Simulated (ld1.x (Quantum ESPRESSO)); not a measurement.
## Transferability test, TM potential for Cu

ld1.x (Quantum ESPRESSO) 7.5 input, shortened:

```
&input
   title='Cu', zed=29., rel=1, dft='PBE', iswitch=3,
   config='[Ar] 3d10 4s1 4p0'
 /
 &inputp
   pseudotype=2, tm=.true., lloc=-2, rcloc=0.65,
   nlcc=.false.
 /
3
3S  1  0   2.00   0.00  0.90  0.90  0.0
3P  2  1   6.00   0.00  1.25  1.25  0.0
3D  3  2  10.00   0.00  0.85  0.85  0.0
 &test
   configts(1)='3s2 3p6 3d10 4s1 4p0'
 /
```

Occupied shells without a wave of their own: 4s. They enter only through the test configuration that unscreens the potential.

Energies are relative to the spin-unpolarised reference configuration 3s2 3p6 3d10 4s1 4p0; without spin polarisation the order of configurations can differ from experiment. The frozen-core shift is the all-electron ΔE with the core orbitals held at their reference shape minus the fully relaxed ΔE.

| valence configuration | charge | ΔE all-electron (eV) | error AE − PS (meV) | frozen-core shift (meV) |
| --- | --- | --- | --- | --- |
| 3s2 3p6 3d10 4s0 4p0 | +1 | 8.148 | -202 | +1.6 |
| 3s2 3p6 3d9 4s0 4p0 | +2 | 29.480 | -329 | -0.4 |
| 3s2 3p6 3d8 4s0 4p0 | +3 | 68.500 | -487 | -3.6 |
| 3s2 3p6 3d9 4s1 4p0 | +1 | 11.578 | -0.1 | -2.2 |
| 3s2 3p6 3d9 4s2 4p0 | 0 | 1.970 | +200 | -3.3 |
| 3s2 3p6 3d10 4s0 4p1 | 0 | 4.137 | -160 | +1.0 |

(1) What are ΔE and the potential's error for 3s2 3p6 3d9 4s1 4p1?

Levels in the configuration 3s2 3p6 3d9 4s1 4p1:

```tsv
level	all-electron (eV)	pseudo (eV)
3s	-122.110	-122.106
3p	-79.426	-79.420
3d	-11.587	-11.569
4s	-7.142	-7.357
4p	-2.109	-2.120
```

Results:

(1) ΔE = 6.811 eV all-electron; the error (AE − PS) is +16 meV.

The 4s level has no wave, so the channel is fitted at the deeper level alone: the likely source of the large errors. A variational frozen-core shift is positive and of second order in the change. This column holds negative values, so the frozen-core run of ld1.x carries numerical noise or an error of first order here, and the column gives no more than the rough size of the effect.
